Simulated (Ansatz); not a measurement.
`[NH2][GeH2][CH2][SiH3]` + acetylene → `C#[C][GeH2][NH2]` + `C[SiH3]`  (formal exchange of groups at a Ge–C bond)

Program: Ansatz. Geometries: PBE0-D4/def2-TZVP. ΔE: electronic, gas phase. CBS: MP2 limit from def2 TZ/QZ plus the TZ coupled-cluster correction, frozen cores. This one scheme is used for every species. Functionals use def2-TZVPP. For Ge outer-core shells are correlated without core-valence functions, which leaves a few kJ/mol of doubt a bond. Scalar relativity is left out up to krypton. Each species was taken in one conformer, which may not be the lowest.

```json
{"level": "ωB97M-V", "ΔE (kJ/mol)": "-27.6"}
{"level": "r2SCAN", "ΔE (kJ/mol)": "-32.6"}
{"level": "MP2/def2-TZVPP", "ΔE (kJ/mol)": "-30.6"}
{"level": "MP2/def2-QZVPP", "ΔE (kJ/mol)": "-28.1"}
```

Task: What does CCSD(T)/CBS give? (Estimate.)

Result: Ansatz gave: -25.7 kJ/mol. The listed levels differ from it by -1.9, -6.9, -4.9, -2.4 kJ/mol.

Largest T1 diagnostic among the species: 0.013.

The D4 term adds +8.1 kJ/mol with B3LYP and +4.5 kJ/mol with PBE0; it sums over pairs of atoms, weighted by their polarisabilities, and B3LYP, whose exchange is more repulsive, gets the larger term. In def2-TZVPP, CCSD(T) changes the Hartree–Fock value by +11.7 kJ/mol (the triples alone add +0.6 kJ/mol) and MP2 by +11.2 kJ/mol.

B3LYP here is the variant with VWN-RPA as its local correlation; programs differ in this.
